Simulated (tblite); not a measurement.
Here is a computed GFN2-xTB geometry (Å):
```
atom  x, y, z in Å
C1     2.5409    0.8270    1.6228
C2     2.2595    0.0131    0.6222
O3     0.9841   -0.2277    0.2356
Si4    0.2981   -1.1638   -0.9064
Cl5    0.7801   -3.1111   -0.5706
Si6   -1.9277   -0.7211   -0.5030
C7    -2.2512    1.1430   -0.8094
Cl8   -1.7443    1.5210   -2.4792
H9     3.5563    1.0089    1.9185
H10    1.7608    1.3272    2.1687
H11    3.0263   -0.5034    0.0586
H12    0.9072   -0.8738   -2.2071
H13   -2.4268   -0.9904    0.8563
H14   -2.7946   -1.4504   -1.4347
H15   -3.3004    1.4160   -0.7335
H16   -1.6758    1.7943   -0.1560
```

Neutral, closed shell.

**Question.** Which heavy atoms are bonded, and with what formal order?

**Answer.** C1–C2 1.32 Å (double); C2–O3 1.35 Å (single); O3–Si4 1.63 Å (single); Si4–Cl5 2.03 Å (single); Si4–Si6 2.30 Å (single); Si6–C7 1.92 Å (single); C7–Cl8 1.79 Å (single). Bonds to hydrogen (Å): C1–H9 1.07; C1–H10 1.08; C2–H11 1.08; Si4–H12 1.47; Si6–H13 1.47; Si6–H14 1.47; C7–H15 1.09; C7–H16 1.09.

**Question.** Write the SMILES.

**Answer.** `C=CO[Si@@H](Cl)[SiH2]CCl`, C3H8Cl2OSi2. Among its features: C=C double bond, C–Cl bond, Si–H bond and C–Si bond.

**Question.** Name the point group.

**Answer.** C1 (no symmetry element, even within 0.4 Å).

**Question.** Describe the place of each heavy atom.

**Answer.** C1: terminal =CH2 carbon; C2: vinylic carbon bearing oxygen; O3: silyl ether oxygen; Si4: chlorine-bound silicon; Cl5: silicon-bound chlorine; Si6: SiH2 silicon; C7: sp3 C–Cl carbon; Cl8: alkyl chlorine.

**Question.** What is the arrangement about C7?

**Answer.** It has 4 neighbours (Si6, Cl8, H15, H16) and is distorted tetrahedral (angles from 106.6° to 113.4°).

**Question.** What is the arrangement about C2?

**Answer.** It has 3 neighbours (C1, O3, H11) and is planar (angles 122.5°, 121.8° and 115.7°, sum 360.0°, 0.00 Å off the plane of its three neighbours).
